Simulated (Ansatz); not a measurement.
H9NOSi3 can be A, `O[SiH2]N[SiH2][SiH3]`, or B, `N[SiH](O)[SiH2][SiH3]`.

Computed with Ansatz on PBE0-D4/def2-TZVP structures; ΔE is electronic, products minus reactants. CCSD(T)/CBS adds triple-zeta CCSD(T) − MP2 to the extrapolated MP2 energy (def2 sets, frozen cores). Functionals use def2-TZVPP. B3LYP here is the variant with VWN-RPA as its local correlation; programs differ in this. Each species was taken in one conformer, which may not be the lowest.

A:

Z-matrix (Å, degrees):
```
Si
N 1 1.717
O 1 1.644 2 114.8
H 1 1.479 2 110.5 3 -116.5
H 1 1.487 2 105.2 3 122.1
Si 2 1.733 1 129.1 3 -104.1
H 2 1.012 1 115.6 3 72.2
H 3 0.958 1 117.7 2 61.8
Si 6 2.343 2 111.3 1 3.9
H 6 1.492 2 110.4 1 123.9
H 6 1.492 2 111.6 1 -118.2
H 9 1.486 6 112.8 2 -70.0
H 9 1.490 6 107.4 2 170.5
H 9 1.489 6 111.0 2 52.4
```

B:

Z-matrix (Å, degrees):
```
Si
O 1 1.652
Si 1 2.341 2 102.3
N 1 1.711 2 112.7 3 -124.0
H 1 1.491 2 111.4 3 119.8
H 2 0.960 1 116.5 3 172.7
Si 3 2.337 1 111.2 2 44.5
H 3 1.493 1 109.7 2 -76.6
H 3 1.492 1 109.4 2 165.9
H 4 1.006 1 123.4 2 74.3
H 4 1.005 1 121.3 2 -126.3
H 7 1.486 3 110.1 1 -64.7
H 7 1.489 3 109.8 1 54.9
H 7 1.489 3 111.4 1 174.7
```

Task: Which isomer does CCSD(T)/CBS put lower? Give the gap. (An estimate is asked.)

Result: Ansatz gave: A, by 51.7 kJ/mol.

Task: Give E(B) − E(A) in kJ/mol with CCSD(T)/def2-TZVPP, r2SCAN-D4, PBE0-D4, B3LYP-D4, MP2/def2-TZVPP, B3LYP, HF/def2-TZVPP. (Estimate.)

Result: The calculation gave: CCSD(T)/def2-TZVPP 52.7, r2SCAN-D4 43.8, PBE0-D4 38.0, B3LYP-D4 48.9, MP2/def2-TZVPP 58.8, B3LYP 45.7, HF/def2-TZVPP 63.6. None reverses the order clearly.

Largest T1 diagnostic: 0.013.

In def2-TZVPP, CCSD(T) changes the Hartree–Fock value by −10.9 kJ/mol (the triples alone add −1.5 kJ/mol) and MP2 by −4.8 kJ/mol. The D4 term adds +3.2 kJ/mol with B3LYP and +1.7 kJ/mol with PBE0; it sums over pairs of atoms, weighted by their polarisabilities, and B3LYP, whose exchange is more repulsive, gets the larger term.
